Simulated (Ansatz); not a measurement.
A nudged elastic band was laid between two geometries of BrH + Cl2F2HOTa (9 atoms, charge 0, multiplicity 1).

All numbers below come from Ansatz, RKS PBE/def2-SVP.

| Quantity | Value |
| --- | --- |
| movable images | 2 |
| climbing image | yes |
| spring | 5.0 eV/Å² |
| optimiser | quadratic models (default) |
| start path | through a guess of the saddle point |
| force threshold | 0.05 eV/Å |
| iteration limit | 60 |
| end points | relaxed |

First end point:

```xyz
9
Properties=species:S:1:pos:R:3
Ta -0.208 0.180 0.122
O 1.532 -0.643 0.121
H 2.055 -0.694 0.946
F 0.122 0.464 1.979
Cl -0.178 0.069 -2.208
F -0.590 2.018 0.036
Cl -1.952 -1.268 0.466
Br 2.875 -2.879 -2.056
H 2.337 -1.846 -1.194
```

Last end point:

```xyz
9
Properties=species:S:1:pos:R:3
Ta -0.108 -0.565 -0.193
O 2.151 0.053 -0.260
H 2.479 0.077 0.664
F 0.488 -0.852 1.600
Cl -0.045 0.064 -2.447
F -0.223 1.263 0.286
Cl -2.305 -1.160 0.029
Br 0.881 -2.833 -0.767
H 2.675 -0.649 -0.700
```

Q: Which bonds break or form, and what moves?

A: Bonds broken: Br8–H9. Bonds formed: Ta1–Br8, O2–H9. BrH + Cl2F2HOTa becomes BrCl2F2H2OTa.

Q: Give the energies along the band, and the barrier.

A: It converged. The highest image is number 1 of 0 to 3, 18.8 kJ/mol above the first end and 80.9 kJ/mol above the last; the last end lies 62.1 kJ/mol below the first. Another band between the same ends (5 images) ends at a top of the same energy, where a vibrational analysis finds 1 clearly imaginary mode. So few images can step over the top or miss a turn of the path. The orbitals stay closed-shell, which can raise the energy where a bond breaks towards radicals; this wasn't checked here.

| image | path coordinate (Å) | energy (kJ/mol) | Br8–H9 (Å) | Ta1–Br8 (Å) | O2–H9 (Å) |
| --- | --- | --- | --- | --- | --- |
| 0 | 0.00 | 0.0 | 1.45 | 4.86 | 1.96 |
| 1 | 2.89 | 18.8 | 1.54 | 2.99 | 1.54 |
| 2 | 3.64 | -45.7 | 2.17 | 2.64 | 1.01 |
| 3 | 4.38 | -62.1 | 2.83 | 2.54 | 0.98 |

Q: What is the geometry of the highest image?

A: 
```xyz
9
Properties=species:S:1:pos:R:3
Ta 0.029 -0.152 -0.153
O 2.050 -0.022 -0.176
H 2.466 -0.012 0.712
F 0.350 -0.653 1.661
Cl 0.120 0.335 -2.433
F -0.576 1.537 0.347
Cl -1.924 -1.397 -0.242
Br 1.319 -2.752 -0.874
H 2.160 -1.485 -0.632
```

Run time: 86 s on 4 threads of Arm Neoverse V2, on a shared host, peak memory 0.26 GiB.
